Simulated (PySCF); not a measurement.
Spinor energies of V (vanadium, neutral)

Start: [Ar] 3d3 4s1 4p1; 3d5/2 filled at m_j = +1/2, +3/2, +5/2; 4s1/2 filled at m_j = +1/2; 4p3/2 filled at m_j = +3/2. Calculated with PySCF 2.14 in x2c-TZVPall-2c (6s7p4d1f, 54 functions): generalised Hartree-Fock with the X2C-1e Hamiltonian and a Gaussian nucleus; one run each with spin-orbit coupling (SO) switched off, then screened by Boettger's factors. This is a chosen level, not necessarily the ground level.

```
spinor shell  electrons  ε, spin-free (eV)  ε, screened SO (eV)  weight of nominal j (screened SO)  rms radius, screened SO (bohr)
       1s1/2          2            -5521.1              -5521.1                              1.000                          0.0768
       2s1/2          2            -658.12              -658.13                              1.000                           0.332
       2p1/2          2            -546.67              -551.44                              0.993                           0.301
       2p3/2          4            -546.67              -544.37                              0.996                           0.304
       3s1/2          2            -88.477              -88.495                              1.000                            1.02
       3p3/2          4            -55.861              -56.428                              0.836                            1.11
       3p1/2          2            -55.861              -54.790                              0.672                            1.10
       3d5/2          3            -14.429              -14.429                              0.793                            1.54
       4s1/2          1             -8.618               -8.621                              0.998                            3.63
       4p3/2          1             -4.890               -4.876                              1.000                            4.22
```

```json
{"quantity": "E (hartree)", "spin-free": "-948.08591", "screened SO": "-948.09291"}
{"quantity": "M_J", "spin-free": "13/2", "screened SO": "13/2"}
{"quantity": "⟨J²⟩", "spin-free": "48.766", "screened SO": "48.766"}
{"quantity": "⟨L²⟩", "spin-free": "20.015", "screened SO": "20.018"}
{"quantity": "⟨S²⟩", "spin-free": "8.750", "screened SO": "8.749"}
```

Each row is a mean over spinors that exchange with the open shell spreads, by up to 9.994 eV (3p3/2).

Rows whose weight is well below 1 are mixtures of j = l ± 1/2: exchange outweighs spin-orbit coupling there, and the label is only the starting occupation.

Without spin-orbit coupling the j labels of p, d and f shells carry no meaning; the spin-free column gives the mean over the occupied spinors of each nl shell.
